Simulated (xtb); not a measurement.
Species: C2H7Si, SMILES `CC[SiH2]` (charge 0, multiplicity 2).

Q: Give a relaxed geometry from GFN2-xTB (xtb 6.7.1).

A: One answer among several that fit: the end point of this relaxation, one of several conformers (outside a Z-matrix the atoms follow the SMILES, hydrogens last).
Z-matrix (Å, degrees):
```
C
H 1 1.0918
H 1 1.0919 2 106.50
C 1 1.5272 2 108.96 3 117.38
H 4 1.0884 1 110.72 2 62.38
H 4 1.0885 5 108.10 1 -121.43
H 4 1.0897 5 108.12 6 -116.83
Si 1 1.8987 2 110.20 3 -119.53
H 8 1.4583 1 112.90 2 174.04
H 8 1.4584 9 112.53 1 -129.20
```
